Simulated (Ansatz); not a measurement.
Reaction (formal exchange of groups at a B–Cl bond): `[SiH3]B(Cl)Cl` + `C=C(O)C(F)F` → `C=C(O)B([SiH3])Cl` + `FC(F)Cl`

Isolated molecules relaxed with PBE0-D4/def2-TZVP in Ansatz; ΔE leaves out vibrations. CCSD(T)/CBS adds triple-zeta CCSD(T) − MP2 to the extrapolated MP2 energy (def2 sets, frozen cores). DFT in def2-TZVPP. Each species was taken in one conformer, which may not be the lowest.

| level | ΔE (eV) |
| --- | --- |
| r2SCAN-D4 | 1.07 |
| SCS-MP2/def2-QZVPP | 1.11 |
| HF/CBS(def2) | 1.16 |
| CCSD/CBS(def2) | 1.11 |

Q: What does CCSD(T)/CBS give? (An estimate is asked.)

A: Computed: +1.09 eV. The listed levels differ from it by -0.02, 0.02, 0.07, 0.02 eV.

Largest T1 diagnostic among the species: 0.014.

In def2-TZVPP, CCSD(T) changes the Hartree–Fock value by −0.06 eV (the triples alone add −0.02 eV) and MP2 by −0.04 eV. From PBE to PBE0 (25 % exact exchange), in def2-TZVPP and without D4, ΔE moves by +0.05 eV.
